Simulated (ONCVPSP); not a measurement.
## What the settings do to the ONCV potential of phosphorus (P)

Base potential:

ONCVPSP 4.0.1 input, shortened (lines: element, Z, core and valence counts, functional; n l f; lmax; l rc ep ncon nbas qcut; lloc lpopt rc5 dvloc0; l nproj debl; icmod fcfact rcfact), PBE, fully relativistic:

```
  P 15.00    3    2        4      upf
    1    0    2.00
    2    0    2.00
    2    1    6.00
    3    0    1.50
    3    1    3.50
    2
    0    1.65    0.00    3    7    4.50
    1    1.85    0.00    3    6    4.30
    2    1.65    0.02    3    7    5.30
    4    5    1.45    1.00
    0    2    2.90
    1    1    1.80
    2    3    2.10
    1    0.15    0.00
```

Open shells are filled in proportion to 2j + 1.

Cutoffs, loose and tight: the cutoffs (Ha) at which the residual kinetic energy of the hardest occupied pseudo-wave falls to 1 and 0.1 mHa per electron. They do not see the model core or the augmentation charge, which bear on the density cutoff. Test errors are all-electron minus pseudo excitation energies from the reference, over the configurations 3s2 3p3; 3s2 3p2; 3s2 3p1; 3s2 3p0. A dash means not determined; rows that change the core or the reference have their own tests.

For the base: The cutoffs count occupied waves only; projector 3 of the d channel, the hardest unoccupied one, needs 36 Ha at the loose tolerance.

| change | outcome | cutoff, loose | cutoff, tight | bound ghosts | GHOST(+) flags above zero | largest test error (meV) |
| --- | --- | --- | --- | --- | --- | --- |
| base | generated | 9.0 Ha | 26 Ha | none | s | +49 |
| all radii but the core radius scaled by about 0.81 (s 1.34, p 1.50, d 1.34 bohr); local potential polynomial inside 1.16 bohr (lpopt 5, dvloc0 1 Ha) | generated | 9.9 Ha | 23 Ha | none | s, d5/2, d3/2 | +55 |
| all radii but the core radius scaled by about 1.11 (s 1.84, p 2.06, d 1.84 bohr); local potential polynomial inside 1.62 bohr (lpopt 5, dvloc0 1 Ha) | generated | 8.2 Ha | 12 Ha | none | none | +48 |
| all radii but the core radius scaled by about 1.22 (s 2.00, p 2.26, d 2.00 bohr); local potential polynomial inside 1.76 bohr (lpopt 5, dvloc0 1 Ha) | generated | 7.5 Ha | 9.5 Ha | none | none | +53 |
| all radii but the core radius scaled by about 1.29 (s 2.12, p 2.38, d 2.12 bohr); local potential polynomial inside 1.86 bohr (lpopt 5, dvloc0 1 Ha) | generated | 7.1 Ha | 9.0 Ha | none | none | +62 |

(1) What comes out with this change to the base: all radii but the core radius scaled by about 0.89 (s 1.46, p 1.64, d 1.46 bohr); local potential polynomial inside 1.28 bohr (lpopt 5, dvloc0 1 Ha)?

Answers

(1) outcome: generated; cutoff, loose: 9.7 Ha; cutoff, tight: 34 Ha; bound ghosts: none; GHOST(+) flags above zero: d5/2, d3/2; largest test error (meV): +54.

Reading the sweep of the scale of all radii but the core radius (base = 1) (base included, trends over the rows without a ghost): The loose cutoff falls from 9.9 Ha at 0.81 to 7.1 Ha at 1.29. A larger radius leaves more room for a smooth pseudo-wave, so fewer plane waves are needed; a smaller one forces it to follow the all-electron wave where it bends sharply. The median size of the test errors (rows with all tests solved) is not monotonic: lowest 8.3 meV at 1.11, highest 12.7 meV at 1.29.
